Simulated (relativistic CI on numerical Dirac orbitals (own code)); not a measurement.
## Electric-dipole transitions in Nd³²⁺

Computed by Dirac-Coulomb-Breit CI, separate exchange-only KLI orbitals for each configuration, model QED (radiative potential, 1s self-energy scaled to tabulated hydrogen-like ionisation energies), unscaled Slater integrals (own radial code, finite nucleus).

Configuration list (outside the closed core [Ne]): 3s²3p⁶3d¹⁰, 3s²3p⁶3d⁹4s, 3s²3p⁶3d⁹4p, 3s²3p⁶3d⁹4d, 3s²3p⁵3d¹⁰4s, 3s²3p⁶3d⁹4f, 3s²3p⁵3d¹⁰4p, 3s²3p⁶3d⁸4s², 3s²3p⁶3d⁸4s4p, 3s²3p⁵3d¹⁰4d, 3s²3p⁶3d⁹5s, 3s3p⁶3d¹⁰4s, 3s²3p⁶3d⁸4p², 3s²3p⁶3d⁹5p, 3s²3p⁶3d⁸4s4d, 3s²3p⁶3d⁹5d. Levels of other configurations are missing.

```tsv
λ vac (nm)	Lower	Upper	A (s⁻¹)	E lower (10³ cm⁻¹)	E upper (10³ cm⁻¹)
0.84558	3s²3p⁶3d¹⁰ ¹S0 [1]	3s²3p⁵3d¹⁰4d ³D°1 [103]	1.30e+13	0.0	11826.1
0.90947	3s²3p⁶3d¹⁰ ¹S0 [1]	3s²3p⁵3d¹⁰4d ¹P°1 [76]	2.71e+13	0.0	10995.4
1.0276	3s²3p⁶3d¹⁰ ¹S0 [1]	3s²3p⁶3d⁹4f ¹P°1 [57]	1.40e+14	0.0	9731.4
1.0583	3s²3p⁶3d¹⁰ ¹S0 [1]	3s²3p⁶3d⁹4f ³D°1 [49]	1.50e+13	0.0	9449.5
2.1619	3s²3p⁶3d⁹4s ³D3 [2]	3s²3p⁶3d⁹5p ³F°4 [84]	7.36e+11	6780.9	11406.6
2.3546	3s²3p⁶3d⁹4p ³F°4 [10]	3s²3p⁶3d⁹5d ³G5 [102]	1.45e+12	7576.3	11823.4
2.8960	3s²3p⁶3d⁹4p ³F°4 [10]	3s²3p⁶3d⁹5s ³D3 [78]	1.14e+12	7576.3	11029.3
3.1243	3s²3p⁶3d⁹4p ³F°3 [15]	3s²3p⁵3d¹⁰4p ³D2 [73]	1.81e+12	7773.7	10974.3
3.1253	3s²3p⁶3d⁹4s ³D2 [5]	3s²3p⁵3d¹⁰4s ³P°1 [64]	2.01e+12	6976.8	10176.5
3.1271	3s²3p⁶3d⁹4p ³F°2 [8]	3s²3p⁵3d¹⁰4p ³D1 [66]	2.02e+12	7495.6	10693.4
3.9817	3s²3p⁶3d⁹4s ¹D2 [3]	3s²3p⁵3d¹⁰4s ¹P°1 [37]	1.06e+12	6791.7	9303.2
3.9883	3s²3p⁶3d⁹4d ³G5 [23]	3s²3p⁵3d¹⁰4d ³F°4 [74]	1.01e+12	8468.9	10976.2
3.9898	3s²3p⁶3d⁹4d ³G4 [19]	3s²3p⁵3d¹⁰4d ³F°3 [70]	1.04e+12	8420.5	10926.8
3.9911	3s²3p⁶3d⁹4p ³F°3 [7]	3s²3p⁵3d¹⁰4p ³D2 [59]	1.02e+12	7314.4	9820.0
3.9913	3s²3p⁶3d⁹4p ³F°4 [10]	3s²3p⁵3d¹⁰4p ³D3 [61]	9.36e+11	7576.3	10081.8
3.9936	3s²3p⁶3d⁹4s ³D3 [2]	3s²3p⁵3d¹⁰4s ³P°2 [36]	1.03e+12	6780.9	9284.9
3.9947	3s²3p⁶3d⁹4p ³P°2 [6]	3s²3p⁵3d¹⁰4p ³P1 [58]	1.12e+12	7306.0	9809.3
8.8146	3s²3p⁶3d⁹4p ³P°2 [6]	3s²3p⁶3d⁹4d ³F3 [21]	1.08e+11	7306.0	8440.5
8.8808	3s²3p⁶3d⁹4p ³F°3 [7]	3s²3p⁶3d⁹4d ³F3 [21]	1.43e+11	7314.4	8440.5
8.9237	3s²3p⁶3d⁹4p ³P°2 [6]	3s²3p⁶3d⁹4d ³D2 [20]	2.00e+11	7306.0	8426.6
9.0069	3s²3p⁶3d⁹4p ³F°2 [8]	3s²3p⁶3d⁹4d ³G3 [29]	2.43e+11	7495.6	8605.8
9.0415	3s²3p⁶3d⁹4p ³F°3 [7]	3s²3p⁶3d⁹4d ³G4 [19]	2.49e+11	7314.4	8420.5
9.2570	3s²3p⁶3d⁹4p ³P°2 [6]	3s²3p⁶3d⁹4d ³S1 [18]	2.10e+11	7306.0	8386.2
10.542	3s²3p⁶3d⁹4d ³F3 [21]	3s²3p⁶3d⁹4f ³G°4 [45]	1.03e+11	8440.5	9389.1
10.599	3s²3p⁶3d⁹4d ³G3 [29]	3s²3p⁶3d⁹4f ³H°4 [51]	1.53e+11	8605.8	9549.3
10.617	3s²3p⁶3d⁹4d ³G4 [19]	3s²3p⁶3d⁹4f ³H°5 [41]	1.53e+11	8420.5	9362.3
11.039	3s²3p⁶3d⁹4d ³D3 [24]	3s²3p⁶3d⁹4f ¹G°4 [46]	1.09e+11	8490.6	9396.4
11.084	3s²3p⁶3d⁹4d ³F4 [26]	3s²3p⁶3d⁹4f ³G°5 [47]	1.20e+11	8501.5	9403.7
11.104	3s²3p⁶3d⁹4p ¹D°2 [11]	3s²3p⁶3d⁹4d ³D3 [24]	8.83e+10	7590.0	8490.6
11.110	3s²3p⁶3d⁹4d ³G4 [32]	3s²3p⁶3d⁹4f ³H°5 [53]	1.41e+11	8666.7	9566.8
11.143	3s²3p⁶3d⁹4p ³D°2 [17]	3s²3p⁶3d⁹4d ³F3 [34]	1.26e+11	7790.0	8687.4
11.160	3s²3p⁶3d⁹4d ³G5 [23]	3s²3p⁶3d⁹4f ³H°6 [42]	1.39e+11	8468.9	9364.9
11.176	3s²3p⁶3d⁹4p ³D°3 [13]	3s²3p⁶3d⁹4d ³F4 [26]	1.18e+11	7606.8	8501.5
11.198	3s²3p⁶3d⁹4p ³F°3 [15]	3s²3p⁶3d⁹4d ³G4 [32]	1.61e+11	7773.7	8666.7
11.204	3s²3p⁶3d⁹4p ³F°4 [10]	3s²3p⁶3d⁹4d ³G5 [23]	1.60e+11	7576.3	8468.9
12.109	3s²3p⁶3d⁹4s ³D3 [2]	3s²3p⁶3d⁹4p ³D°3 [13]	6.20e+10	6780.9	7606.8
12.270	3s²3p⁶3d⁹4s ¹D2 [3]	3s²3p⁶3d⁹4p ³D°3 [13]	4.19e+10	6791.7	7606.8
12.298	3s²3p⁶3d⁹4s ³D2 [5]	3s²3p⁶3d⁹4p ³D°2 [17]	5.43e+10	6976.8	7790.0
12.427	3s²3p⁶3d⁹4s ³D1 [4]	3s²3p⁶3d⁹4p ³D°1 [16]	8.36e+10	6969.2	7773.9
12.437	3s²3p⁶3d⁹4s ¹D2 [3]	3s²3p⁶3d⁹4p ¹P°1 [12]	8.94e+10	6791.7	7595.8
12.528	3s²3p⁶3d⁹4s ¹D2 [3]	3s²3p⁶3d⁹4p ¹D°2 [11]	7.98e+10	6791.7	7590.0
12.550	3s²3p⁶3d⁹4s ³D2 [5]	3s²3p⁶3d⁹4p ³F°3 [15]	9.54e+10	6976.8	7773.7
12.572	3s²3p⁶3d⁹4s ³D3 [2]	3s²3p⁶3d⁹4p ³F°4 [10]	9.48e+10	6780.9	7576.3
19.046	3s²3p⁶3d⁹4s ³D3 [2]	3s²3p⁶3d⁹4p ³P°2 [6]	2.21e+10	6780.9	7306.0
19.132	3s²3p⁶3d⁹4s ¹D2 [3]	3s²3p⁶3d⁹4p ³F°3 [7]	1.54e+10	6791.7	7314.4
```

Terms are leading LS components. Brackets give the number of a level in order of energy, since labels repeat. The list gives strong lines, with weight on those to low levels, without lines whose two gauges differ by over a factor of 2.5, among the lowest 200 of 461 levels, so that lines to higher ones, which can be the strongest, are missing. Levels whose partners in the same complex of configurations lie outside the list can be far off, and so can their lines. Rates are taken at the computed energies, electric ones in the length gauge.

At this charge energies of transitions that change n are usually good to better than 1 %, and those within a shell (Δn = 0) to a few per cent.

LS names give the leading component of a level, which can be under half, so a name can repeat, a term be missing and a line seem to break the LS rules.
